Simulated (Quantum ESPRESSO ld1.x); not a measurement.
One sound ld1.x (Quantum ESPRESSO 7.5) input for the palladium ion Pd2+ gives E = -5040.0564 hartree in 33 iterations:

```
 &input
    zed=46.0,
    iswitch=1,
    rel=1,
    lsd=1,
    dft='SLA-VWN',
    config='[Kr] 4d8',
    prefix='ld1',
    max_out_wfc=37,
    file_charge='ld1.rho',
 /
```

Changed or added lines, one case at a time, and what came of them:

- config='[Kr] 4d8 2d1': refused. The program stops in el_config with "main/angular quantum number mismatch": l must be smaller than n.
- dft='M06L': refused. The program stops in ld1_setup with "meta-GGA not implemented for LSDA": ld1.x has meta-GGAs only without spin and for rel = 0 or 1.
- xmin=-14.0: usable despite the warning. The mesh starts very near the nucleus, where rounding noise keeps the residual above the threshold; the energy differs from the sound run by -1.75e-05 hartree.
- dft='PBE': silently wrong. The run ends normally, but in this build (ld1.x 7.5) Etot and Exc of a spin-polarised run lack the gradient corrections of exchange and correlation and come out near their LSDA values (nitrogen, PBE: -54.132 hartree against -54.536 from two other codes). The eigenvalues and orbitals are those of the GGA; the energies must not be used.
- relpert=.true. (without lsd): refused. The program stops in ld1_readin with "perturbative SO-splitting for AE calculations with rel=0 only": the perturbative correction needs rel = 0.
- config='[Kr] 4d8 5d-1': harmless. A negative occupation marks a state as unused; the result equals that of the sound run.
- atom='Pd': harmless. atom and zed name the same element, and the result equals that of the sound run.
